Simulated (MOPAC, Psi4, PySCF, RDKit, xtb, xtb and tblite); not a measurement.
Two geometries of SMILES C#CC[SiH2]O[SiH3], relaxed at GFN2-xTB with one dihedral held; other torsions can differ between them too.

Structure A

```
14

C     -3.7065    -0.4114     0.4894
C     -2.5662    -0.0685     0.6125
C     -1.1888     0.3332     0.7460
Si    -0.0994    -0.3127    -0.6873
O      1.0861     0.7741    -0.8818
Si     2.4657     1.5537    -1.2124
H     -4.7097    -0.7002     0.3918
H     -1.1468     1.4258     0.7695
H     -0.8108    -0.0256     1.7067
H      0.5075    -1.6008    -0.3480
H     -0.8312    -0.3552    -1.9516
H      2.0590     2.8903    -1.6387
H      3.1573     0.8184    -2.2692
H      3.2382     1.5747     0.0287
```

Structure B

```
14

C      3.5268    -0.5397     0.4143
C      2.3989    -0.1606     0.5477
C      1.0309     0.2748     0.6839
Si    -0.0236    -0.2438    -0.8252
O     -0.0153    -1.8547    -0.9697
Si     0.5077    -3.3835    -0.8233
H      4.5208    -0.8586     0.3144
H      1.0140     1.3604     0.8009
H      0.6155    -0.1591     1.5973
H      0.5339     0.3000    -2.0616
H     -1.4240     0.1120    -0.5978
H      0.1077    -3.8436     0.5061
H     -0.1875    -4.0987    -1.8907
H      1.9587    -3.3990    -0.9842
```

Problem. Which is lower in energy at the level B3LYP-D3(BJ)/def2-TZVP // GFN2-xTB (Psi4), and by how much?

Solution. B is lower, by 5.66 kJ/mol (dihedral C2–C3–Si4–O5: 150° in A, 60° in B).

E(B) − E(A) in kJ/mol at the other levels, on the same two geometries: GFN2-xTB (xtb and tblite) -1.59; MMFF94 // GFN2-xTB (RDKit) -17.93; B3LYP/def2-TZVP // GFN2-xTB (Psi4) -1.71; PBE/def2-TZVP // GFN2-xTB (Psi4) -2.98; PBE-D3(BJ)/def2-TZVP // GFN2-xTB (Psi4) -5.32; UFF // GFN2-xTB (RDKit) -36.39; AM1, restricted, heats of formation // GFN2-xTB (MOPAC) 2.28; PM7, restricted, heats of formation // GFN2-xTB (MOPAC) -1.68; GFN1-xTB // GFN2-xTB (xtb) -0.11; restricted B3LYP/6-31G*, spherical d, density fitting // GFN2-xTB (PySCF) -2.27; restricted B3LYP/LANL2DZ, with its core potentials past Ne // GFN2-xTB (PySCF) 1.37; restricted M06-2X/6-31G*, spherical d, density fitting // GFN2-xTB (PySCF) -4.86.

MMFF94 has few fitted parameters for silicon.
